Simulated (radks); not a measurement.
All-electron atom: Hg LXXI in [Ne]. Method: scalar-relativistic Kohn-Sham, PBEsol, spin-polarised, spherical densities, finite nucleus; Fermi nuclear charge, rms radius 5.4648 fm; computed with a radial shooting solver on a logarithmic mesh with Libxc functionals.

Normalised radial functions P(r) = r R(r), r in bohr:

```
   r/bohr * 2s (the largest magnitude, 3.97, reaches the edge; | marks zero)
 0.002031                             |        *
 0.002254                             |         *
 0.002521                             |         *
 0.002797                             |          *
 0.003104                             |          *
 0.003472                             |           *
 0.003852                             |            *
 0.004309                             |            *
 0.004781                             |             *
 0.005305                             |             *
 0.005934                             |             *
 0.006584                             |              *
 0.007306                             |              *
 0.008171                             |             *
 0.009067                             |             *
  0.01006                             |            *
  0.01125                             |           *
  0.01249                             |          *
  0.01397                             |        *
   0.0155                             |       *
   0.0172                             |    *
  0.01923                             | *
  0.02134                            *|
  0.02368                         *   |
  0.02649                     *       |
  0.02939                  *          |
  0.03287              *              |
  0.03648          *                  |
  0.04047       *                     |
  0.04527     *                       |
  0.05023   *                         |
  0.05574  *                          |
  0.06234  *                          |
  0.06917   *                         |
  0.07676     *                       |
  0.08585        *                    |
  0.09526           *                 |
   0.1066              *              |
   0.1182                  *          |
   0.1312                     *       |
   0.1467                       *     |
   0.1628                         *   |
   0.1807                           * |
   0.2021                            *|
   0.2242                            *|
   0.2488                             *
   0.2783                             *
   0.3088                             *
   0.3454                             *
   0.3832                             *
   0.4252                             *
   0.4756                             *
   0.5278                             *
```

2s: eigenvalue -20928 eV, 1 radial node at r = 0.0208 bohr, <r> = 0.0689 bohr, 90 % of the charge inside 0.107 bohr.
